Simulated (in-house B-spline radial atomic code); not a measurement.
Configurations of neutral strontium, with energies counted from [Kr] 5s2. Method: scalar-relativistic (X2C) HSE06, spin-polarised, spherical fractional occupations, exact exchange averaged over the configuration, Fermi nucleus of rms radius 4.224 fm. Calculated with an all-electron radial atomic-structure program (B-spline basis). Shells without spins written out take the highest spin.

Occupations are held fixed; configurations that lie above the ionisation limit could autoionise.

```csv
configuration,E - E(ref) (eV),highest orbital,its <r> (bohr)
[Kr] 5s1 5f1,4.9212,5f up,27.3
[Ar] 3d10 4s2 4p5 5s2 5d1,26.55,5d up,10.32
[Ar] 3d10 4s2 4p5 5s2 5f1,27.492,5f up,27.03
[Ar] 3d10 4s1 4p6 5s2 6s1,45.591,6s up,9.473
[Ar] 3d9 4s2 4p6 4d1 5s2,135.41,4d up,2.555
[Ar] 3d9 4s2 4p6 5s2 6s1,139.67,6s up,9.417
```

Q: Order these further configurations by energy, lowest first.
A. [Kr] 5s1 6p1
B. [Ne] 3s2 3p5 3d10 4s2 4p6 5s2 5f1
C. [Ar] 3d10 4s2 4p5 5s2 6d1
D. [Ar] 3d10 4s2 4p5 5s2 6f1
E. [Ne] 3s2 3p5 3d10 4s2 4p6 5s2 6d1

A: A (3.9601 eV), C (27.155 eV), D (27.671 eV), E (272.56 eV), B (272.91 eV).

Q: How far above the reference does [Ar] 3d10 4s2 4p5 5s2 5p1 lie?

A: 23.659 eV; its least bound orbital is 5p up with <r> = 4.901 bohr.
